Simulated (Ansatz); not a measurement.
Steps of a relaxation of Cl$_{3}$FH$_{2}$MoO$_{2}$ (`[OH][Mo]([OH])([F])([Cl])([Cl])[Cl]`) with RKS PBE0-D4/def2-TZVP.

```sh
$ ansatz run in.yaml --threads 4 --pin off --events-out ev --progress --plain --max-ram 11315MiB
```

```yaml
crystal:
  periodic: [false, false, false]
  atoms:
    - {symbol: O, position_ang: [-1.452411, -1.073489, 0.084575]}
    - {symbol: Mo, position_ang: [-0.100200, 0.218570, 0.009060]}
    - {symbol: O, position_ang: [1.100480, -0.926025, -0.873439]}
    - {symbol: F, position_ang: [0.332781, -0.483579, 1.708559]}
    - {symbol: Cl, position_ang: [1.833250, 1.586013, 0.144673]}
    - {symbol: Cl, position_ang: [-0.939780, 1.013788, -1.978681]}
    - {symbol: Cl, position_ang: [-1.175986, 1.950685, 1.108118]}
    - {symbol: H, position_ang: [-1.528177, -1.701704, 0.834135]}
    - {symbol: H, position_ang: [2.018541, -0.630559, -1.054001]}
basis:
  gaussian: {orbitals: def2-TZVP}
hamiltonian: {xc: pbe0, dispersion: d4}
relax: {f_tol: 0.005, max_steps: 150}
```

Positions (Å) and forces (eV/Å) along the path, 11 of 11 steps:

```xyz
9
step=1 energy=-46257.2780 eV
O    -1.452   -1.073    0.085    0.576    0.152    0.523
Mo   -0.100    0.219    0.009   -0.071   -0.457   -0.175
O     1.100   -0.926   -0.873    0.162    0.829    0.268
F     0.333   -0.484    1.709   -0.200    0.253   -0.542
Cl    1.833    1.586    0.145   -0.454   -0.337    0.014
Cl   -0.940    1.014   -1.979    0.226   -0.242    0.627
Cl   -1.176    1.951    1.108    0.363   -0.466   -0.321
H    -1.528   -1.702    0.834    0.099    0.484   -0.531
H     2.019   -0.631   -1.054   -0.702   -0.217    0.137
9
step=2 energy=-46257.3493 eV
O    -1.435   -1.066    0.084   -0.010   -0.203    0.247
Mo   -0.103    0.209   -0.003   -0.057   -0.285   -0.076
O     1.094   -0.904   -0.874    0.210    0.168   -0.021
F     0.309   -0.469    1.691   -0.034   -0.106    0.087
Cl    1.789    1.542    0.172    0.350    0.154    0.010
Cl   -0.940    0.992   -1.936   -0.103    0.060   -0.255
Cl   -1.122    1.927    1.066   -0.182    0.221    0.158
H    -1.503   -1.676    0.835   -0.001    0.117   -0.162
H     1.999   -0.602   -1.051   -0.174   -0.125    0.012
9
step=3 energy=-46257.3605 eV
O    -1.431   -1.069    0.091    0.017    0.014   -0.003
Mo   -0.106    0.215   -0.004   -0.022   -0.231   -0.064
O     1.094   -0.892   -0.878   -0.031    0.077    0.033
F     0.296   -0.481    1.688    0.024    0.008    0.035
Cl    1.820    1.532    0.171    0.030    0.090    0.065
Cl   -0.947    0.988   -1.953   -0.034    0.017   -0.024
Cl   -1.141    1.935    1.075    0.028    0.049   -0.006
H    -1.496   -1.675    0.841    0.011    0.021   -0.020
H     1.999   -0.600   -1.049   -0.025   -0.046   -0.015
9
step=4 energy=-46257.3603 eV rejected
O    -1.424   -1.079    0.091    0.016    0.008    0.018
Mo   -0.105    0.211    0.000   -0.042   -0.097   -0.108
O     1.089   -0.879   -0.900   -0.052   -0.005    0.140
F     0.278   -0.468    1.705    0.035   -0.026   -0.039
Cl    1.830    1.517    0.193    0.017    0.066    0.054
Cl   -0.956    0.980   -1.950   -0.023    0.030    0.014
Cl   -1.132    1.950    1.061    0.025    0.013   -0.024
H    -1.489   -1.683    0.842    0.007    0.015   -0.011
H     1.998   -0.595   -1.059    0.017   -0.004   -0.043
9
step=5 energy=-46257.3624 eV
O    -1.430   -1.072    0.091    0.017    0.032   -0.009
Mo   -0.106    0.211   -0.005   -0.023   -0.092   -0.029
O     1.094   -0.892   -0.880   -0.031    0.088    0.036
F     0.296   -0.480    1.690    0.002    0.004    0.002
Cl    1.818    1.538    0.183    0.001    0.006    0.017
Cl   -0.953    0.988   -1.954    0.000   -0.008    0.014
Cl   -1.135    1.940    1.070    0.019   -0.002   -0.019
H    -1.495   -1.675    0.842    0.003   -0.002    0.007
H     1.999   -0.604   -1.052    0.012   -0.027   -0.020
9
step=6 energy=-46257.3633 eV
O    -1.429   -1.075    0.092   -0.007    0.009   -0.006
Mo   -0.106    0.207   -0.005    0.004    0.007   -0.018
O     1.095   -0.885   -0.886   -0.034    0.035    0.032
F     0.290   -0.479    1.693   -0.002   -0.009   -0.006
Cl    1.822    1.531    0.199   -0.004   -0.001    0.004
Cl   -0.958    0.983   -1.952    0.008   -0.007    0.003
Cl   -1.130    1.947    1.059    0.009   -0.015   -0.007
H    -1.495   -1.675    0.846   -0.001   -0.010    0.018
H     2.000   -0.599   -1.063    0.026   -0.008   -0.019
9
step=7 energy=-46257.3637 eV
O    -1.435   -1.072    0.097    0.016    0.012   -0.005
Mo   -0.106    0.205   -0.008   -0.030    0.001    0.008
O     1.098   -0.878   -0.889    0.013    0.003   -0.004
F     0.292   -0.493    1.686    0.003    0.004    0.006
Cl    1.817    1.533    0.212    0.008    0.002    0.001
Cl   -0.955    0.978   -1.958    0.000   -0.008    0.001
Cl   -1.133    1.941    1.055    0.000   -0.006    0.002
H    -1.494   -1.661    0.861   -0.011   -0.001   -0.002
H     2.005   -0.600   -1.071    0.001   -0.007   -0.008
9
step=8 energy=-46257.3638 eV
O    -1.435   -1.072    0.096    0.005   -0.004    0.012
Mo   -0.106    0.205   -0.008    0.013    0.001    0.003
O     1.100   -0.877   -0.889    0.002    0.007    0.000
F     0.292   -0.492    1.687   -0.004   -0.004   -0.003
Cl    1.818    1.533    0.215   -0.001    0.003   -0.003
Cl   -0.955    0.974   -1.959    0.001    0.003    0.001
Cl   -1.133    1.939    1.056   -0.003   -0.001   -0.005
H    -1.499   -1.657    0.862   -0.007   -0.001   -0.005
H     2.006   -0.599   -1.077   -0.005   -0.005    0.000
9
step=9 energy=-46257.3638 eV
O    -1.434   -1.072    0.096   -0.001   -0.003    0.008
Mo   -0.105    0.204   -0.007    0.013   -0.005    0.000
O     1.101   -0.877   -0.889    0.000    0.007    0.005
F     0.292   -0.494    1.688    0.001    0.005   -0.007
Cl    1.818    1.535    0.214   -0.006   -0.004    0.001
Cl   -0.954    0.974   -1.957    0.001    0.002   -0.004
Cl   -1.135    1.939    1.055   -0.001    0.000    0.003
H    -1.503   -1.656    0.862   -0.002    0.001   -0.005
H     2.007   -0.599   -1.079   -0.004   -0.003    0.000
9
step=10 energy=-46257.3638 eV
O    -1.434   -1.071    0.098    0.001   -0.006   -0.001
Mo   -0.104    0.204   -0.007   -0.001    0.005    0.004
O     1.102   -0.877   -0.889    0.004   -0.001   -0.001
F     0.295   -0.493    1.688    0.003    0.000   -0.001
Cl    1.816    1.538    0.214    0.000   -0.004    0.000
Cl   -0.952    0.975   -1.958   -0.001    0.002   -0.004
Cl   -1.137    1.937    1.056   -0.001    0.002    0.000
H    -1.505   -1.656    0.862   -0.003    0.001    0.001
H     2.007   -0.603   -1.081   -0.003    0.000    0.001
9
step=11 energy=-46257.3638 eV
O    -1.434   -1.072    0.098    0.001    0.003    0.000
Mo   -0.104    0.204   -0.007    0.000   -0.002   -0.001
O     1.102   -0.876   -0.889   -0.002   -0.003   -0.004
F     0.296   -0.493    1.687   -0.001    0.001    0.003
Cl    1.816    1.537    0.214    0.000    0.002    0.001
Cl   -0.951    0.975   -1.958    0.001   -0.001   -0.001
Cl   -1.137    1.937    1.056    0.001   -0.001    0.000
H    -1.507   -1.656    0.863    0.000    0.000    0.000
H     2.007   -0.602   -1.081   -0.001    0.001    0.001
```

It took 89 s on 4 threads of an Arm Neoverse V2 on a shared host, with 1.1 GiB of host memory at the peak.
